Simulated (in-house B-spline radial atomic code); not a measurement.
Settings and results of a run for the phosphorus ion P²⁺ (an excited or competing configuration). Level of theory: scalar-relativistic (X2C) revTPSS, spin-polarised, spherical fractional occupations, Fermi nucleus of rms radius 3.1889 fm; calculated with an all-electron radial atomic-structure program (B-spline basis).

In the input, 3d5,1 would mean five up and one down electron.

Command:
```bash
python run_scf.py task.json out
```
Settings (nuclear radius in fm, mass in u):
```
Z                15
configuration    1s2 2s2 2p6 3s1,0 3p1,0 3d0,1
hamiltonian      x2c
method           revtpss,revtpss
spin_polarised   True
nucleus          fermi
rms_radius       3.1889
atomic_mass      30.97376
speed_of_light   137.035999084
```

Output (hartree, bohr):
```
 radial grid: 70 intervals, B-splines of order 8, outer radius 25.5556 bohr

 iter        energy (Eh)    residual
    1        -340.052116    2.16e-02
    2        -340.054165    1.50e-03
    3        -340.054189    7.80e-04
    4        -340.054192    4.11e-04
    5        -340.054192    3.38e-05
    6        -340.054192    1.24e-05
    7        -340.054192    2.47e-06
    8        -340.054192    2.78e-07
    9        -340.054192    1.86e-08

 total energy                      -340.05419
 kinetic                             341.2879
 electron-nucleus                   -798.8001
 Hartree                             139.7751
 exchange-correlation                -22.3170

 orbital      occ     eigenvalue          <r>       <r^2>       <1/r>     <1/r^2>       r_max
 1s up      1.000       -77.9859     0.103248   0.0143619     14.7339     448.441     0.06743
 1s down    1.000       -77.9721     0.103247   0.0143613     14.7334     448.403     0.06744
 2s up      1.000        -7.5027     0.516764    0.318185     2.84155     34.5077      0.4167
 2s down    1.000        -7.4902     0.516769    0.317884     2.83909     34.4301      0.4172
 2p up      3.000        -5.6329     0.483298     0.29282     2.71642      10.397      0.3531
 2p down    3.000        -5.6167     0.483001    0.291965      2.7157     10.3893      0.3536
 3s up      1.000        -1.3779      1.70596     3.32062    0.799182     3.96546        1.49
 3p up      1.000        -0.9992      1.89798      4.1621    0.706435     1.13521       1.627
 3d down    1.000        -0.4708      2.68088     8.52025    0.458629    0.273596        2.22
```

Run time, properties included: 0.2 s on 1 thread of Arm Neoverse V1, on a shared host.
